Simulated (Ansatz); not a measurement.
Molecule: C2H9OSi2, charge -1, multiplicity 1. It need not be the lowest isomer of its formula. Whether it binds its extra electron was not tested at this geometry. 
Structure (B3LYP-D3(BJ)/def2-TZVP (Ansatz, an electronic-structure program) minimum search):
SMILES: [CH2-][SiH](C)O[SiH3]
```xyz
14

Si    -0.8561    -0.0946    -0.5204
C     -1.0162     1.6391    -0.3505
C     -1.9664    -1.1281     0.6234
O      0.7001    -0.7500    -0.1408
Si     1.9116     0.2139     0.3588
H     -1.0284    -0.6157    -1.9201
H     -0.7594     2.3341    -1.1439
H     -1.3014     2.1076     0.5874
H     -1.6588    -2.1774     0.6485
H     -1.9041    -0.7370     1.6439
H     -3.0121    -1.0760     0.3103
H      3.0778    -0.7032     0.5905
H      1.7055     0.9104     1.6578
H      2.3986     1.2210    -0.6220
```
Charge -1, spin multiplicity 1.

Total electronic energies in hartree. Correlated levels leave the core frozen unless marked. Spin-orbit coupling is left out. Non-relativistic. CBS(X,Y): correlation extrapolated as X^-3; Hartree-Fock from the larger set. The bracket is a focal-point correction in the basis named.

| level | program | energy (Eh) |
|---|---|---|
| HF/cc-pV(T+d)Z | Ansatz | -733.85747 |
| HF/aug-cc-pV(Q+d)Z | Ansatz | -733.88139 |
| SVWN5/def2-TZVPD | Ansatz | ? |
| BLYP/def2-TZVPD | Ansatz | -735.93246 |
| B97M-V/def2-TZVPD | Ansatz | ? |
| B3LYP-D4/def2-TZVPD | Ansatz + dftd4 | -736.08517 |
| PBE0/6-31G* | Ansatz | ? |
| PBE0-D3(BJ)/def2-TZVP | Ansatz + dftd3 | -735.58431 |
| PBE0-D4/def2-TZVPD | Ansatz + dftd4 | -735.58907 |
| r2SCAN0-D4/def2-TZVPD | Ansatz + dftd4 | -735.84743 |
| r2SCAN0/def2-TZVPD | Ansatz | -735.84321 |
| HSE06-D3(BJ)/def2-TZVPD | Ansatz + dftd3 | -735.56379 |
| LC-wPBE-D4/def2-TZVPD | Ansatz + dftd4 | -735.74956 |
| B2GP-PLYP/def2-TZVPD | Ansatz | -735.52165 |
| B2PLYP/def2-TZVPD | Ansatz | -735.63402 |
| MP2/cc-pwCVTZ | Ansatz | -734.73659 |
| RI-MP2/aug-cc-pV(T+d)Z | Ansatz | -734.74824 |
| RI-MP2/cc-pV(Q+d)Z | Ansatz | -734.80536 |
| SCS-MP2/aug-cc-pV(T+d)Z | Ansatz | -734.75823 |
| CCSD/6-31G | Ansatz | -734.00280 |
| CCSD/aug-cc-pV(T+d)Z | Ansatz | -734.80009 |
| CCSD(T)/cc-pV(Q+d)Z | Ansatz | -734.89047 |
| RI-MP2/CBS(aug-cc-pV(T+d)Z,aug-cc-pV(Q+d)Z)+[CCSD(T)-MP2]/aug-cc-pV(T+d)Z | Ansatz | -734.9453 |

Q: Complete the blanks.

A: 
- SVWN5/def2-TZVPD, energy (Eh): -732.37874
- B97M-V/def2-TZVPD, energy (Eh): -735.84438
- PBE0/6-31G*, energy (Eh): -735.42698
